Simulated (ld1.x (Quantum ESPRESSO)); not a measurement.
## N: TM semilocal pseudisation with PBE, non-relativistic reference atom.

ld1.x (Quantum ESPRESSO) 7.5 input, shortened:

```
&input
   title='N', zed=7., rel=0, dft='PBE', iswitch=3,
   config='[He] 2s2 2p3'
 /
 &inputp
   pseudotype=1, tm=.true., lloc=1,
   nlcc=.true., new_core_ps=.true., rcore=0.70
 /
2
2S  1  0   2.00   0.00  1.00  1.00  0.0
2P  2  1   3.00   0.00  2.30  2.30  0.0
 &test
   configts(1)='2s2 2p3'
 /
```

* Cutoffs needed: 50 Ry and 140 Ry (the cutoffs (Ry, on a coarse ladder) from which the occupation-weighted sum of valence levels, in a spherical-Bessel basis at the reference potential, stays within 10 and 1 mRy of its value at 400 Ry)
* Ghost test: no extra level below or beside the all-electron valence levels (s, p tested); the semilocal form is local in each channel, so this says nothing of the separable form that plane-wave codes build from it (spherical-Bessel basis up to 400 Ry, 20 bohr box)
* Largest excitation error: +4237 meV (all-electron minus pseudo) for 2s1 2p0, out of 7 test configurations
